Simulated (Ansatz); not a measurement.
`[CH3][Hf]([CH3])([NH2])[F]`, charge 0, multiplicity 1.

(1) Give a relaxed structure at PBE0-D4/def2-TZVP (Ansatz 0.2.0). (Best estimate.)

## Answers

(1) Computed: 
Cartesian coordinates in Å:
```
C -0.4916 0.7556 -1.7309
Hf -0.5851 -0.2972 0.2247
C 0.6844 0.9375 1.5685
N 0.2954 -2.1079 0.0107
F -2.3812 -0.4016 0.8717
H -1.1289 0.2929 -2.4930
H -0.8124 1.8002 -1.6291
H 0.5296 0.7697 -2.1310
H 0.6908 0.5713 2.6015
H 1.7269 0.9591 1.2283
H 0.3322 1.9768 1.5943
H 1.2424 -2.2399 -0.3203
H -0.1026 -3.0164 0.2045
```
Point group Cs.
This is one stationary point; other conformers may exist.
